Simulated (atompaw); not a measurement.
# Before and after: PAW (atompaw) potential for Rh

rhodium (Rh), PAW, made with atompaw 4.2.0.5 (PBE, scalar-relativistic). Core [Ar] 3d10, reference 4s2 4p6 4d7 5s2 5p0. Waves: 4s (bound): rc 1.60 bohr; 5s (bound): rc 2.20 bohr; 4p (bound): rc 1.80 bohr; 5p (bound, empty): rc 1.85 bohr; 4d (bound): rc 2.20 bohr; 4d channel at 0.05 Ry: rc 2.20 bohr. Local part: troulliermartins scheme with l = 3 at 0 Ry, radius 2.00 bohr. Core correction: smooth core density matched at 2.05 bohr. Augmentation charge: besselshape compensation charge, radius 2.00 bohr; PAW radius 2.20 bohr; waves and projectors: custom rrkj vanderbiltortho.

Change: all radii scaled by about 0.94 (s 1.50, p 1.68, d 2.06 bohr); local potential troulliermartins scheme with l = 3 at 0 Ry, radius 1.88 bohr; augmentation besselshape compensation charge, radius 1.88 bohr; PAW radius 2.06 bohr; waves and projectors: custom rrkj vanderbiltortho; core correction smooth core density matched at 1.92 bohr.

Cutoffs: the cutoffs (Ry, on a coarse ladder) from which the occupation-weighted sum of valence levels, in a spherical-Bessel basis at the reference potential, stays within 10 and 1 mRy of its value at 400 Ry; they do not see the model core or the augmentation charge, which bear on the density cutoff.

Problem. What does the change do?

Solution. The potential gets harder (30 Ry and 50 Ry → 40 Ry and 55 Ry); both files keep a bound ghost (d). A smaller radius makes the pseudo-wave follow the all-electron one further in, where it bends more sharply, so more plane waves are needed.

| quantity | base | changed |
| --- | --- | --- |
| cutoff, loose | 30 Ry | 40 Ry |
| cutoff, tight | 50 Ry | 55 Ry |
| loose cutoff by channel (10 mRy a level) | s 18 Ry, p 21 Ry, d 18 Ry | s 21 Ry, p 25 Ry, d 21 Ry |
| bound ghosts | d | d |
| lowest overlap eigenvalue by channel | s 0.36, p 0.05, d 0.80 | s 0.38, p 0.08, d 1.00 |

 A true bound ghost makes a file unfit for plane-wave use even where its test errors are small: the radial tests pick states by their node count and pass the ghost by. The cutoffs see the waves, projectors and local potential, not the compensation charge or the core.
